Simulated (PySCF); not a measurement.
C2H8B2O2.
Numbering: `[CH3:1][BH:2][O:3][BH:4][O:5][CH3:6]` (hydrogens: H7, H8, H9 on C1; H10 on B2; H11 on B4; H12, H13, H14 on C6)

Jobs on this species (14 atoms, 46 electrons) with PySCF (density fitting). Hardware of each: one thread of an Intel Xeon 6975P-C (shared host). Times come from a shared host and carry two figures at best. Peak memory is the resident size of the whole Python process, interpreter and libraries included.

```tsv
level and settings	work	basis functions	SCF cycles	wall time	peak memory
PBE0/pcSseg-0	shieldings, charges and field gradients	70	?	?	?
PBE0/def2-SVP	shieldings, charges and field gradients	124	?	?	?
PBE0/cc-pVTZ	shieldings, charges and field gradients	292	14	26 s	1.1 GiB
PBE0/6-31G*	shieldings, charges and field gradients	100	13	5.5 s	0.55 GiB
PBE0/6-31G	shieldings, charges and field gradients	70	13	4.1 s	0.46 GiB
PBE0/pcSseg-2	shieldings, charges and field gradients	328	14	34 s	1.4 GiB
CAM-B3LYP/pcSseg-1	shieldings	142	13	10 s	0.75 GiB
wB97X-D/pcSseg-1	shieldings	142	13	9.8 s	0.75 GiB
BP86/pcSseg-1	shieldings	142	15	11 s	0.74 GiB
```

Fill in the missing figures.

- PBE0/pcSseg-0; shieldings, charges and field gradients: 3.7 s, 0.45 GiB, 13 SCF cycles
- PBE0/def2-SVP; shieldings, charges and field gradients: 6.9 s, 0.64 GiB, 14 SCF cycles

What do all jobs in the table cost together?

About 1.9 min; the longest takes about 31 % of that, and about 9.2 times as long as the shortest.
